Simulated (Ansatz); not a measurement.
Total energies of the cluster Ge₂H⁻ from Ansatz at CCSD(T)/def2-TZVPPD, gas phase (1 Eh = 27.2114 eV = 2625.5 kJ/mol). The reference geometry is relaxed at PBE-D4/def2-TZVPD.

```xyz
3

Ge    0.113   -0.112   -0.128
Ge   -1.118    1.144    1.183
H     1.005   -1.032   -1.055
```

| state | geometry | energy (Eh) |
| --- | --- | --- |
| charge -1 singlet | reference | -4151.81035 |
| charge 0 doublet | reference | -4151.73241 |
| charge -1 triplet | relaxed at PBE-D4/def2-TZVPD | -4151.77744 |
| charge -1 quintet | relaxed at PBE-D4/def2-TZVPD | -4151.74856 |

Correlated methods freeze 18 core orbitals; core or outer-core shells of Ge are correlated, in sets that lack core-valence functions. In CCSD on the charge 0 doublet the largest single amplitude is 0.24, so its Hartree–Fock determinant may place the open shell otherwise than the density functionals do.

(1) Work out the vertical ionisation energy to the doublet.

(2) Which of the charge -1 states is lowest, and how far above it are the others?

(1) E(charge 0 doublet) − E(charge -1 singlet) = -4151.73241 − (-4151.81035) = 0.07794 Eh = 2.12 eV.

(2) The singlet. triplet: -4151.77744 − (-4151.81035) = 0.03291 Eh = 86.4 kJ/mol; quintet: -4151.74856 − (-4151.81035) = 0.06179 Eh = 162.2 kJ/mol.

At CCSD(T)/def2-TZVPPD the restricted singlet (for correlated methods, its reference) is unstable: a solution with broken spin symmetry lies lower. At CCSD(T)/def2-TZVPPD T1 of the charge 0 doublet is large (up to 0.046), so the single-reference result is doubtful. At CCSD(T)/def2-TZVPPD the charge 0 doublet is spin-contaminated (final ⟨S²⟩ up to 1.18, 0.75 for a pure state). At CCSD(T)/def2-TZVPPD the charge -1 triplet is spin-contaminated (final ⟨S²⟩ up to 2.26, 2.00 for a pure state). 

The structure comes from a short search, and lower isomers may exist.
